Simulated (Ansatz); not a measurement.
Consider the ligand exchange at a B–O bond: `NBO` + `O[SiH3]` → `NBO[SiH3]` + H₂O.

Gas-phase electronic energies from Ansatz, PBE0-D4/def2-TZVP geometries. CCSD(T)/CBS adds triple-zeta CCSD(T) − MP2 to the extrapolated MP2 energy (def2 sets, frozen cores). This one scheme is used for every species. DFT in def2-TZVPP. One conformer a species, not always the lowest.

```csv
level,ΔE (kJ/mol)
r2SCAN,-1.0
MP2/def2-TZVPP,-5.0
```

**Question.** What does CCSD(T)/CBS give? (Best estimate.)

**Answer.** The calculation gave: -7.2 kJ/mol. The listed levels differ from it by 6.2, 2.2 kJ/mol.

**Question.** What do rigid-rotor, harmonic-oscillator terms from PBE0-D4/def2-TZVP frequencies (298.15 K, 1 bar) make of the CCSD(T)/CBS value? (An estimate is asked.)

**Answer.** Computed: ΔZPE = -4.1 kJ/mol, ΔH = -7.9 kJ/mol, ΔS = -4 J/(mol·K), ΔG = -6.7 kJ/mol.

Largest T1 diagnostic among the species: 0.012.

Leaving LDA and LC-ωPBE aside and taking each functional with its dispersion term where it has one, the values, not all of them listed here, spread over 5.3 kJ/mol, from BHLYP-D4 to PBE-D4. From BLYP to BHLYP (50 % exact exchange), in def2-TZVPP and without D4, ΔE moves by −3.8 kJ/mol.
